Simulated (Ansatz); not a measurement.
`[BH2][Zn][NH2]`, relaxed with RKS PBE0-D4/def2-TZVP in Ansatz 0.2.0 from a GFN2-xTB geometry. The force threshold is 0.005 eV/Å; the program also tests the step.

Charge 0, multiplicity 1.

Start:

```xyz
7

B    -1.490    0.849    0.895
Zn   -0.009   -0.208    0.009
N     1.483   -0.870   -0.864
H    -1.799    1.904    0.496
H    -2.083    0.501    1.840
H     1.929   -0.436   -1.660
H     1.971   -1.741   -0.717
```

**Question.** How much energy does the relaxation release, and in how many steps? (Best estimate.)

**Answer.** The calculation gave: 1.74 kcal/mol, in 7 steps.

**Question.** Which bonds change most? (Estimate.)

**Answer.** Ansatz gave: Zn2–N3 from 1.851 to 1.813 Å; B1–H5 from 1.169 to 1.199 Å; B1–H4 from 1.170 to 1.199 Å; B1–Zn2 from 2.024 to 2.035 Å.

**Question.** Give the relaxed structure. (Estimate.)

**Answer.** Ansatz gave: 
```xyz
7

B    -1.469    0.867    0.883
Zn    0.092   -0.048   -0.050
N     1.495   -0.855   -0.867
H    -1.896    1.930    0.531
H    -2.031    0.379    1.823
H     1.961   -0.505   -1.688
H     1.848   -1.768   -0.633
```
